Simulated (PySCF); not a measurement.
Simulated C 1s region for `CC(C)[C@@H]1CN[SiH2]C1`, binding energy against the vacuum level.

Every computed line was given a Gaussian of 0.8 eV full width at half maximum and an area set by the number of equivalent atoms; the highest printed point is 100. Theory: PySCF, delta-SCF UKS SCAN, pcX-2 on the ionised atom, pcseg-1 elsewhere, spin-free X2C.

binding energy (eV), intensity and a bar:
```
    288.6          0 
    288.7          0 
    288.8          0 
    288.9          1 
    289.0          2 #
    289.1          4 #
    289.2          6 ##
    289.3         10 ###
    289.4         15 #####
    289.5         22 #######
    289.6         30 #########
    289.7         39 ############
    289.8         50 ###############
    289.9         63 ###################
    290.0         76 #######################
    290.1         88 ##########################
    290.2         97 #############################
    290.3        100 ##############################
    290.4         97 #############################
    290.5         88 ###########################
    290.6         76 #######################
    290.7         63 ###################
    290.8         51 ###############
    290.9         42 #############
    291.0         35 ###########
    291.1         30 #########
    291.2         26 ########
    291.3         22 ######
    291.4         17 #####
    291.5         13 ####
    291.6          9 ###
    291.7          5 ##
    291.8          3 #
    291.9          2 
    292.0          1 
    292.1          0 
    292.2          0 
    292.3          0
```

Q: Count the maxima, the lines and the sites behind this envelope.

A: The curve has 1 maximum (at 290.3 eV). Under it lie 6 lines from 6 inequivalent carbon sites. At this width some lines have no maximum of their own.

Q: Decompose the envelope and assign each component. Numbering: `[CH3:1][CH:2]([CH3:3])[C@@H:4]1[CH2:5][NH:6][SiH2:7][CH2:8]1`.

A: 
```json
{"position (eV)": "289.76", "relative area": "1", "line": "C 1s", "atoms": "C8", "environment": "sp3 carbon bound to silicon"}
{"position (eV)": "290.30", "relative area": "1", "line": "C 1s", "atoms": "C4", "environment": "sp3 CH carbon"}
{"position (eV)": "290.31", "relative area": "1", "line": "C 1s", "atoms": "C3", "environment": "methyl carbon"}
{"position (eV)": "290.34", "relative area": "1", "line": "C 1s", "atoms": "C1", "environment": "methyl carbon"}
{"position (eV)": "290.37", "relative area": "1", "line": "C 1s", "atoms": "C2", "environment": "sp3 CH carbon"}
{"position (eV)": "291.12", "relative area": "1", "line": "C 1s", "atoms": "C5", "environment": "sp3 carbon bound to nitrogen"}
```

Q: What are the centre and the root-mean-square width of the whole band?

A: The area-weighted mean of the lines is 290.37 eV. Their own spread about it is 0.40 eV (rms) and each Gaussian has σ = 0.8/2.355 = 0.34 eV; the variances add, which gives 0.52 eV.

The listed C 1s values span 1.36 eV, from C8 (bonded to C, 2 H and Si) to C5 (bonded to N, C and 2 H). The values 290.30, 290.31, 290.34 and 290.37 eV lie too close for their order to be trusted.

The curve has no shake-up lines and no vibrational structure. The structure is a single PBE0-D3(BJ)/def2-SVP conformer in the gas phase; no vibrational or solvent corrections.
